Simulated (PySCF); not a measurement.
**Running PySCF for SiSe**

The script input.py:

```python
from pyscf import gto, dft
from pyscf.geomopt.geometric_solver import optimize

mol = gto.M(
    atom='Si 0 0 0; Se 0 0 2.23',
    basis='6-31g',
    charge=0,
    spin=0,
    verbose=4,
)
mf = dft.RKS(mol, xc='pbe')
mf.kernel()
g = mf.nuc_grad_method()
g.grid_response = True
mol_eq = optimize(g.as_scanner(), maxsteps=30)
print('optimised geometry (angstrom)')
print(mol_eq.tostring('raw'))
print('orbital energies (hartree):', mf.mo_energy[..., max(0, mol.nelec[1]-3):mol.nelec[0]+3].round(4))
```

```bash
$ OMP_NUM_THREADS=1 python input.py
```

Output (some set-up lines and the per-cycle HOMO/LUMO lines with their warnings removed):

```
PySCF version 2.14.0

[INPUT] verbose = 4
[INPUT] num. atoms = 2
[INPUT] num. electrons = 48
[INPUT] charge = 0
[INPUT] spin (= nelec alpha-beta = 2S) = 0
[INPUT] symmetry False subgroup None
[INPUT] Mole.unit = angstrom
[INPUT] Symbol           X                Y                Z      unit          X                Y                Z       unit  Magmom
[INPUT]  1 Si     0.000000000000   0.000000000000   0.000000000000 AA    0.000000000000   0.000000000000   0.000000000000 Bohr   0.0
[INPUT]  2 Se     0.000000000000   0.000000000000   2.230000000000 AA    0.000000000000   0.000000000000   4.214089257780 Bohr   0.0

nuclear repulsion = 112.954418115659
number of shells = 18
number of NR pGTOs = 136
number of NR cGTOs = 40
basis = 6-31g
ecp = {}

******** <class 'pyscf.dft.rks.RKS'> ********
method = RKS
initial guess = minao
damping factor = 0
level_shift factor = 0
DIIS = <class 'pyscf.scf.diis.CDIIS'>
diis_start_cycle = 1
diis_space = 8
diis_damp = 0
SCF conv_tol = 1e-09
SCF conv_tol_grad = None
SCF max_cycles = 50
direct_scf = True
direct_scf_tol = 1e-13
XC library pyscf.dft.libxc version 7.0.0
    S. Lehtola, C. Steigemann, M. J.T. Oliveira, and M. A.L. Marques.,  SoftwareX 7, 1–5 (2018)
XC functionals = pbe
    J. P. Perdew, K. Burke, and M. Ernzerhof.,  Phys. Rev. Lett. 77, 3865 (1996)
    J. P. Perdew, K. Burke, and M. Ernzerhof.,  Phys. Rev. Lett. 78, 1396 (1997)
    J. P. Perdew, K. Burke, and M. Ernzerhof.,  Phys. Rev. Lett. 77, 3865 (1996)
    J. P. Perdew, K. Burke, and M. Ernzerhof.,  Phys. Rev. Lett. 78, 1396 (1997)
radial grids:
    Treutler-Ahlrichs [JCP 102, 346 (1995); DOI:10.1063/1.469408] (M4) radial grids

becke partition: Becke, JCP 88, 2547 (1988); DOI:10.1063/1.454033
pruning grids: <function nwchem_prune>
grids dens level: 3
symmetrized grids: False
atomic radii adjust function: <function treutler_atomic_radii_adjust>
small_rho_cutoff = 0
Set gradient conv threshold to 3.16228e-05
Initial guess from minao.
tot grids = 39608
init E= -2689.26123482986
cycle= 1 E= -2690.00780849575  delta_E= -0.747  |g|= 0.534  |ddm|= 1.73
cycle= 2 E= -2687.7369869667  delta_E= 2.27  |g|= 1.88  |ddm|= 3.77
cycle= 3 E= -2690.10651649994  delta_E= -2.37  |g|= 0.25  |ddm|= 3.48
cycle= 4 E= -2690.14015192928  delta_E= -0.0336  |g|= 0.0495  |ddm|= 0.485
cycle= 5 E= -2690.13974033238  delta_E= 0.000412  |g|= 0.0371  |ddm|= 0.0718
cycle= 6 E= -2690.14017983833  delta_E= -0.00044  |g|= 0.0194  |ddm|= 0.0306
cycle= 7 E= -2690.14032505844  delta_E= -0.000145  |g|= 0.00757  |ddm|= 0.0179
cycle= 8 E= -2690.14035044392  delta_E= -2.54e-05  |g|= 0.000146  |ddm|= 0.0108
cycle= 9 E= -2690.14035045234  delta_E= -8.41e-09  |g|= 6.29e-05  |ddm|= 0.00047
cycle= 10 E= -2690.14035045421  delta_E= -1.88e-09  |g|= 2.48e-06  |ddm|= 9.55e-05
cycle= 11 E= -2690.14035045422  delta_E= -2.27e-12  |g|= 5.01e-07  |ddm|= 3.21e-06
Extra cycle  E= -2690.14035045422  delta_E=    0  |g|= 2.68e-06  |ddm|= 4.44e-06
converged SCF energy = -2690.14035045422
Create scanner for <class 'pyscf.grad.rks.Gradients'>
Create scanner for <class 'pyscf.dft.rks.RKS'>
input.py

Current date and time:

#|     Arguments passed to driver run_optimizer():      |#
customengine              <pyscf.geomopt.geometric_solver.PySCFEngine object>
logIni                    <dir>
maxiter                   30
----------------------------------------------------------
Custom engine selected.
Bonds will be generated from interatomic distances less than 1.20 times sum of covalent radii
6 internal coordinates being used (instead of 6 Cartesians)
Internal coordinate system (atoms numbered from 1):
Distance 1-2
Translation-X 1-2
Translation-Y 1-2
Translation-Z 1-2
Rotation-A 1-2
Rotation-B 1-2
Rotation-C 1-2
<class 'geometric.internal.Distance'> : 1
<class 'geometric.internal.TranslationX'> : 1
<class 'geometric.internal.TranslationY'> : 1
<class 'geometric.internal.TranslationZ'> : 1
<class 'geometric.internal.RotationA'> : 1
<class 'geometric.internal.RotationB'> : 1
<class 'geometric.internal.RotationC'> : 1
> ===== Optimization Info: ====
> Job type: Energy minimization
> Maximum number of optimization cycles: 30
> Initial / maximum trust radius (Angstrom): 0.100 / 0.300
> Convergence Criteria:
> Will converge when all 5 criteria are reached:
>  |Delta-E| < 1.00e-06
>  RMS-Grad  < 3.00e-04
>  Max-Grad  < 4.50e-04
>  RMS-Disp  < 1.20e-03
>  Max-Disp  < 1.80e-03
> === End Optimization Info ===

Geometry optimization cycle 1
Cartesian coordinates (Angstrom)
 Atom        New coordinates             dX        dY        dZ
  Si   0.000000   0.000000   0.000000    0.000000  0.000000  0.000000
  Se   0.000000   0.000000   2.230000    0.000000  0.000000 -0.000000

WARN: Mole.unit (angstrom) is changed to Bohr

New geometry
   1 Si     0.000000000000   0.000000000000   0.000000000000 AA    0.000000000000   0.000000000000   0.000000000000 Bohr
   2 Se     0.000000000000   0.000000000000   2.230000000000 AA    0.000000000000   0.000000000000   4.214089257780 Bohr

******** <class 'pyscf.scf.hf.RKS_Scanner'> ********
method = RKS_Scanner
initial guess = minao
damping factor = 0
level_shift factor = 0
DIIS = <class 'pyscf.scf.diis.CDIIS'>
diis_start_cycle = 1
diis_space = 8
diis_damp = 0
SCF conv_tol = 1e-09
SCF conv_tol_grad = None
SCF max_cycles = 50
direct_scf = True
direct_scf_tol = 1e-13
XC library pyscf.dft.libxc version 7.0.0
    S. Lehtola, C. Steigemann, M. J.T. Oliveira, and M. A.L. Marques.,  SoftwareX 7, 1–5 (2018)
XC functionals = pbe
    J. P. Perdew, K. Burke, and M. Ernzerhof.,  Phys. Rev. Lett. 77, 3865 (1996)
    J. P. Perdew, K. Burke, and M. Ernzerhof.,  Phys. Rev. Lett. 78, 1396 (1997)
    J. P. Perdew, K. Burke, and M. Ernzerhof.,  Phys. Rev. Lett. 77, 3865 (1996)
    J. P. Perdew, K. Burke, and M. Ernzerhof.,  Phys. Rev. Lett. 78, 1396 (1997)
radial grids:
    Treutler-Ahlrichs [JCP 102, 346 (1995); DOI:10.1063/1.469408] (M4) radial grids

becke partition: Becke, JCP 88, 2547 (1988); DOI:10.1063/1.454033
pruning grids: <function nwchem_prune>
grids dens level: 3
symmetrized grids: False
atomic radii adjust function: <function treutler_atomic_radii_adjust>
small_rho_cutoff = 0
Set gradient conv threshold to 3.16228e-05
tot grids = 39608
init E= -2690.14035045422
cycle= 1 E= -2690.14035045413  delta_E= 8.73e-11  |g|= 1.41e-05  |ddm|= 2.31e-05
Extra cycle  E= -2690.14035045179  delta_E= 2.34e-09  |g|= 7.44e-05  |ddm|= 0.000121
converged SCF energy = -2690.14035045179

******** <class 'pyscf.grad.rhf.Gradients_Scanner'> for <class 'pyscf.scf.hf.RKS_Scanner'> ********
unit = Eh/Bohr
grid_response = True
--------------- RKS_Scanner gradients ---------------
         x                y                z
0 Si     0.0000000000    -0.0000000000    -0.0212834629
1 Se    -0.0000000000     0.0000000000     0.0212834629
----------------------------------------------
cycle 1: E = -2690.14035045  dE = -2690.14  norm(grad) = 0.0300994
Step    0 : Gradient = 2.128e-02/2.128e-02 (rms/max) Energy = -2690.1403504518
Hessian Eigenvalues: 5.00000e-02 5.00000e-02 5.00000e-02 ... 5.00000e-02 5.00000e-02 1.75431e-01

Geometry optimization cycle 2
Cartesian coordinates (Angstrom)
 Atom        New coordinates             dX        dY        dZ
  Si  -0.000000   0.000000   0.032100   -0.000000  0.000000  0.032100
  Se   0.000000  -0.000000   2.197900    0.000000 -0.000000 -0.032100
New geometry
   1 Si    -0.000000000000   0.000000000000   0.032100195447 AA   -0.000000000000   0.000000000000   0.060660577939 Bohr
   2 Se     0.000000000000  -0.000000000000   2.197899804553 AA    0.000000000000  -0.000000000000   4.153428679839 Bohr

******** <class 'pyscf.scf.hf.RKS_Scanner'> ********
method = RKS_Scanner
initial guess = minao
damping factor = 0
level_shift factor = 0
DIIS = <class 'pyscf.scf.diis.CDIIS'>
diis_start_cycle = 1
diis_space = 8
diis_damp = 0
SCF conv_tol = 1e-09
SCF conv_tol_grad = None
SCF max_cycles = 50
direct_scf = True
direct_scf_tol = 1e-13
XC library pyscf.dft.libxc version 7.0.0
    S. Lehtola, C. Steigemann, M. J.T. Oliveira, and M. A.L. Marques.,  SoftwareX 7, 1–5 (2018)
XC functionals = pbe
    J. P. Perdew, K. Burke, and M. Ernzerhof.,  Phys. Rev. Lett. 77, 3865 (1996)
    J. P. Perdew, K. Burke, and M. Ernzerhof.,  Phys. Rev. Lett. 78, 1396 (1997)
    J. P. Perdew, K. Burke, and M. Ernzerhof.,  Phys. Rev. Lett. 77, 3865 (1996)
    J. P. Perdew, K. Burke, and M. Ernzerhof.,  Phys. Rev. Lett. 78, 1396 (1997)
radial grids:
    Treutler-Ahlrichs [JCP 102, 346 (1995); DOI:10.1063/1.469408] (M4) radial grids

becke partition: Becke, JCP 88, 2547 (1988); DOI:10.1063/1.454033
pruning grids: <function nwchem_prune>
grids dens level: 3
symmetrized grids: False
atomic radii adjust function: <function treutler_atomic_radii_adjust>
small_rho_cutoff = 0
Set gradient conv threshold to 3.16228e-05
tot grids = 39608
init E= -2690.15931865049
cycle= 1 E= -2690.14088606214  delta_E= 0.0184  |g|= 0.0408  |ddm|= 0.109
cycle= 2 E= -2690.1286916009  delta_E= 0.0122  |g|= 0.169  |ddm|= 0.328
cycle= 3 E= -2690.14164449744  delta_E= -0.013  |g|= 0.00716  |ddm|= 0.258
cycle= 4 E= -2690.14166846866  delta_E= -2.4e-05  |g|= 0.000947  |ddm|= 0.0169
cycle= 5 E= -2690.14166828534  delta_E= 1.83e-07  |g|= 0.000834  |ddm|= 0.00223
cycle= 6 E= -2690.14166859691  delta_E= -3.12e-07  |g|= 0.000149  |ddm|= 0.000994
cycle= 7 E= -2690.14166860681  delta_E= -9.9e-09  |g|= 1.87e-05  |ddm|= 0.000223
cycle= 8 E= -2690.14166860697  delta_E= -1.56e-10  |g|= 6.73e-07  |ddm|= 2.44e-05
Extra cycle  E= -2690.14166860696  delta_E= 9.09e-12  |g|= 3.17e-06  |ddm|= 6.26e-06
converged SCF energy = -2690.14166860696

******** <class 'pyscf.grad.rhf.Gradients_Scanner'> for <class 'pyscf.scf.hf.RKS_Scanner'> ********
unit = Eh/Bohr
grid_response = True
--------------- RKS_Scanner gradients ---------------
         x                y                z
0 Si    -0.0000000000     0.0000000000     0.0005328715
1 Se     0.0000000000    -0.0000000000    -0.0005328715
----------------------------------------------
cycle 2: E = -2690.14166861  dE = -0.00131816  norm(grad) = 0.000753594
Step    1 : Displace = 3.210e-02/3.210e-02 (rms/max) Trust = 1.000e-01 (=) Grad = 5.329e-04/5.329e-04 (rms/max) E (change) = -2690.1416686070 (-1.318e-03) Quality = 1.021
Hessian Eigenvalues: 5.00000e-02 5.00000e-02 5.00000e-02 ... 5.00000e-02 5.00000e-02 1.79823e-01

Geometry optimization cycle 3
Cartesian coordinates (Angstrom)
 Atom        New coordinates             dX        dY        dZ
  Si   0.000000  -0.000000   0.031316    0.000000 -0.000000 -0.000784
  Se  -0.000000   0.000000   2.198684   -0.000000  0.000000  0.000784
New geometry
   1 Si     0.000000000000  -0.000000000000   0.031316137083 AA    0.000000000000  -0.000000000000   0.059178922367 Bohr
   2 Se    -0.000000000000   0.000000000000   2.198683862915 AA   -0.000000000000   0.000000000000   4.154910335410 Bohr

******** <class 'pyscf.scf.hf.RKS_Scanner'> ********
method = RKS_Scanner
initial guess = minao
damping factor = 0
level_shift factor = 0
DIIS = <class 'pyscf.scf.diis.CDIIS'>
diis_start_cycle = 1
diis_space = 8
diis_damp = 0
SCF conv_tol = 1e-09
SCF conv_tol_grad = None
SCF max_cycles = 50
direct_scf = True
direct_scf_tol = 1e-13
XC library pyscf.dft.libxc version 7.0.0
    S. Lehtola, C. Steigemann, M. J.T. Oliveira, and M. A.L. Marques.,  SoftwareX 7, 1–5 (2018)
XC functionals = pbe
    J. P. Perdew, K. Burke, and M. Ernzerhof.,  Phys. Rev. Lett. 77, 3865 (1996)
    J. P. Perdew, K. Burke, and M. Ernzerhof.,  Phys. Rev. Lett. 78, 1396 (1997)
    J. P. Perdew, K. Burke, and M. Ernzerhof.,  Phys. Rev. Lett. 77, 3865 (1996)
    J. P. Perdew, K. Burke, and M. Ernzerhof.,  Phys. Rev. Lett. 78, 1396 (1997)
radial grids:
    Treutler-Ahlrichs [JCP 102, 346 (1995); DOI:10.1063/1.469408] (M4) radial grids

becke partition: Becke, JCP 88, 2547 (1988); DOI:10.1063/1.454033
pruning grids: <function nwchem_prune>
grids dens level: 3
symmetrized grids: False
atomic radii adjust function: <function treutler_atomic_radii_adjust>
small_rho_cutoff = 0
Set gradient conv threshold to 3.16228e-05
tot grids = 39608
init E= -2690.1412613436
cycle= 1 E= -2690.14166878459  delta_E= -0.000407  |g|= 0.00103  |ddm|= 0.00276
cycle= 2 E= -2690.14165939557  delta_E= 9.39e-06  |g|= 0.00477  |ddm|= 0.00863
cycle= 3 E= -2690.14166927725  delta_E= -9.88e-06  |g|= 0.00014  |ddm|= 0.00673
cycle= 4 E= -2690.14166928694  delta_E= -9.69e-09  |g|= 3.51e-05  |ddm|= 0.000427
cycle= 5 E= -2690.14166928746  delta_E= -5.26e-10  |g|= 5.89e-06  |ddm|= 7.05e-05
Extra cycle  E= -2690.14166928722  delta_E= 2.48e-10  |g|= 2.38e-05  |ddm|= 4.15e-05
converged SCF energy = -2690.14166928722

******** <class 'pyscf.grad.rhf.Gradients_Scanner'> for <class 'pyscf.scf.hf.RKS_Scanner'> ********
unit = Eh/Bohr
grid_response = True
--------------- RKS_Scanner gradients ---------------
         x                y                z
0 Si     0.0000000000     0.0000000000    -0.0000741702
1 Se    -0.0000000000    -0.0000000000     0.0000741702
----------------------------------------------
cycle 3: E = -2690.14166929  dE = -6.8026e-07  norm(grad) = 0.000104892
Step    2 : Displace = 7.841e-04/7.841e-04 (rms/max) Trust = 1.414e-01 (+) Grad = 7.417e-05/7.417e-05 (rms/max) E (change) = -2690.1416692872 (-6.803e-07) Quality = 0.862
Hessian Eigenvalues: 5.00000e-02 5.00000e-02 5.00000e-02 ... 5.00000e-02 5.00000e-02 1.79823e-01
Converged! =D

    #| If this code has benefited your research, please support us by citing: |#
    #| Wang, L.-P.; Song, C.C. (2016) "Geometry optimization made simple with |#
    #| translation and rotation coordinates", J. Chem, Phys. 144, 214108.     |#
    #|                                     |#
optimised geometry (angstrom)
Si          0.00000000       -0.00000000        0.03131614
Se         -0.00000000        0.00000000        2.19868386
orbital energies (hartree): [-0.2513 -0.2476 -0.2476 -0.1338 -0.1338 -0.0141]
```

In short: E(SCF) = -2690.140350 Eh, 11 cycles, all at the start geometry; optimised bond 2.167 Å with E = -2690.141669 Eh after 3 steps.

Hardware: Arm Neoverse V1, 1 thread, shared host. Wall time 12 s, peak memory 0.27 GiB.

The last line lists the levels of the start geometry. Stability towards an unrestricted solution was not tested.
